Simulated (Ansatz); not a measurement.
Strength of the Si–O bond: CH8O3Si2 → CH7O2Si2 + OH

Species: CH8O3Si2 `O[SiH2]C[SiH](O)O`, singlet; CH7O2Si2 `O[SiH]C[SiH2]O`, doublet; OH, doublet. 

Shapes, held fixed at every level: PBE0-D4/def2-TZVP. Flexible molecules stand in one conformer, not always the lowest. Programs: Ansatz 0.2.0. Electronic energies: no zero-point or thermal term.

Estimate ΔE of this reaction.

The highest level, CCSD(T)/CBS estimate, gives ΔE = +588.5 kJ/mol; the levels span +440.9 to +604.2. The column of differences is taken from that level and isn't an error. Hartree–Fock misses the correlation of the pair that is broken and comes out low. No measured value is set beside it here. Open shells run unrestricted unless RO is named. The CBS estimate extrapolates MP2 from def2-TZVPP and def2-QZVPP and adds CCSD(T) − MP2 in the triple-zeta set, cores frozen.

```
               level                    kind  ΔE (kJ/mol)  less CCSD(T)/CBS estimate
       HF/def2-TZVPP            Hartree–Fock       +440.9                     -147.6
   PBE-D4/def2-TZVPP                     GGA       +562.5                      -26.0
  wB97M-V/def2-TZVPP  range-separated hybrid       +586.9                       -1.6
  wB97X-V/def2-TZVPP  range-separated hybrid       +578.7                       -9.8
   B2PLYP/def2-TZVPP           double hybrid       +569.0                      -19.5
      MP2/def2-TZVPP     perturbation theory       +604.2                      +15.7
     CCSD/def2-TZVPP   coupled cluster or CI       +564.2                      -24.3
CCSD(T)/CBS estimate   coupled cluster or CI       +588.5                        0.0
```
